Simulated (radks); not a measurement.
Species: Zn IV. Configuration: [Ne] 3s2 3p5.75 3d9 4f0.25 (fractional occupations, a model configuration). Method: Dirac Kohn-Sham, PBE, spin-unpolarised, spherical densities, finite nucleus; open shells fill j = l - 1/2 first; Fermi nuclear charge, rms radius 3.9283 fm; computed with a radial shooting solver on a logarithmic mesh with Libxc functionals. Some entries of the table are withheld. Estimate them.

| orbital | occ. | eigenvalue (eV) | <r> (bohr) | r(max) (bohr) |
|---|---|---|---|---|
| 1s1/2 | 2 | -9571.421 | 0.05030 | 0.03291 |
| 2s1/2 | 2 | -1205.425 | 0.2259 | 0.1893 |
| 2p1/2 | 2 | -1067.290 | 0.1959 | 0.1502 |
| 2p3/2 | 4 | -1043.407 | 0.1993 | 0.1530 |
| 3s1/2 | 2 | -175.4443 | 0.6760 | 0.5870 |
| 3p1/2 | 2 | (1) | 0.6971 | 0.5849 |
| 3p3/2 | 3.75 | (2) | 0.7072 | 0.5930 |
| 3d3/2 | 4 | -55.0401 | (3) | 0.5555 |
| 3d5/2 | 5 | -54.6360 | (4) | 0.5582 |
| 4f5/2 | 0.25 | (5) | 4.965 | (6) |
| 4f7/2 | 0 | (7) | 4.965 | (8) |

Answer. 
(1) 3p1/2 eigenvalue (eV): -131.4906
(2) 3p3/2 eigenvalue (eV): -128.3607
(3) 3d3/2 <r> (bohr): 0.8042
(4) 3d5/2 <r> (bohr): 0.8088
(5) 4f5/2 eigenvalue (eV): -9.9752
(6) 4f5/2 r(max) (bohr): 4.494
(7) 4f7/2 eigenvalue (eV): -9.9750
(8) 4f7/2 r(max) (bohr): 4.494
